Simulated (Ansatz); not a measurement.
Input file for Ansatz (a program for electronic structure): R-wB97X-V/def2-TZVPPD on ClH3Si (SMILES [SiH3]Cl) with ghost functions, monomers drawn apart or pushed together. Files ending in .json are basis or fitting sets from the Basis Set Exchange.

Ansatz 0.2 input:
```yaml
crystal:
  periodic: [false, false, false]
  atoms:
    - {symbol: Si, position_ang: [0.14102276, 1.01094652, 4.57667018]}
    - {symbol: Cl, position_ang: [0.02787438, -1.00679282, 4.13510249]}
    - {symbol: H, position_ang: [-0.85583896, 1.72464004, 3.75681149]}
    - {symbol: H, position_ang: [1.50379527, 1.48128554, 4.26519493]}
    - {symbol: H, position_ang: [-0.15072179, 1.18211834, 6.01336006]}
basis:
  gaussian:
    orbitals: def2-TZVPPD.json
    ghost_atoms:
      - {symbol: Si, position_ang: [0.04874445, 0.00566945, 0.02378797]}
      - {symbol: H, position_ang: [0.53973453, -1.38819971, 0.05790655]}
      - {symbol: H, position_ang: [0.06935450, 0.50378241, -1.37126734]}
      - {symbol: H, position_ang: [0.92632966, 0.86328202, 0.85211315]}
      - {symbol: H, position_ang: [-1.33320496, 0.06924721, 0.54633631]}
hamiltonian:
  xc: {name: wB97X-V}
scf: {lower_state_search: off}
```

Program output:

```
Functional definition: wB97X-V
[...]
these checks for a lower state are left out or cut short: stability, starts, cluster_reference, orbital_swaps, neighbouring_geometries, increment
integrals: 0.31 GiB planned
1329 factors; their error is unknown
integrals: 0.34 GiB planned
367 factors; integrals over basis functions are off by at most 3.9e-5 eV
mean field: 1.89 GiB planned
mean field evaluation 1: about -20447.4264 eV, gradient 1.1e1 eV
mean field evaluation 2: about -20447.7055 eV, gradient 6.9e0 eV
mean field evaluation 4: about -20447.7981 eV, gradient 2.3e-1 eV
mean field evaluation 8: about -20447.8307 eV, gradient 3.1e-2 eV
mean field -20447.83069041 eV, -751.4439178350 hartree, gradient 7.9e-6 eV, S^2 0.000000; 0 other end points of the search recorded, 0 dependent functions left out
reference -20447.83068784 eV, -751.4439177407 hartree; 17, 17 occupied and 249, 249 virtual orbitals, 1329 factors
Total energy: -20447.83068784 eV, -751.4439177407 hartree
Checks for a lower state left out: stability, starts, cluster_reference, orbital_swaps, neighbouring_geometries, increment
```

The calculation finished and met its thresholds.

Cost: about 7 core-seconds (a rough figure).
